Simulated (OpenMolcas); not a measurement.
Computed levels of 5s2 5p in ions with 49 electrons, in cm-1 above 2P* 1/2.

```
Program             : OpenMolcas
Method              : SS-CASPT2, IPEA 0.25 Eh, imaginary shift 0.1 Eh
Basis               : ANO-RCC-VQZP
Scalar Hamiltonian  : DKH2, point nucleus
Spin-orbit coupling : state interaction with AMFI integrals over the reference wave functions, term energies averaged over their components
```

Active space for each ion: 3 electrons in 4 orbitals (5s 5p); closed shells correlated by CASPT2: 4d.

| Level | In | Sn+ | Sb2+ | I4+ | Xe5+ |
| --- | --- | --- | --- | --- | --- |
| 2P* 3/2 | 2110 | 3810 | 5610 | 10490 | 13570 |

Question: Estimate 2P* 3/2 for Te3+ from its neighbours Sb2+ and I4+.

Answer: 2P* 3/2 is fine structure, which grows about as the fourth power of a screened charge, so the fourth roots are averaged: ((5610^0.25 + 10490^0.25) / 2)^4 = 7766. The calculation gives 7890, so the estimate is off by -1.6 %; the measured value is 9223 (Moore, Atomic Energy Levels, vol. III, NSRDS-NBS 35 (1971 reprint of NBS Circular 467, 1958)).

Over all roots computed the reference weight is 0.88 to 0.93 in Sn+, 0.85 to 0.94 in Sb2+, 0.86 to 0.94 in Te3+, 0.86 to 0.95 in I4+, 0.86 to 0.95 in Xe5+; the roots of lowest weight are the least certain, and an intruder state may touch them. Some high roots are left out of the spin-orbit mixing, which shifts the levels that they would mix with (holds for In). Measured partners are found by configuration, term and J. A level has none where our copy of the source lacks it or the pairing is in doubt (some pairs that miss far off the trend of their configuration count as doubtful), and it then counts in no deviation. Only configurations of the active space appear.

* marks odd parity.
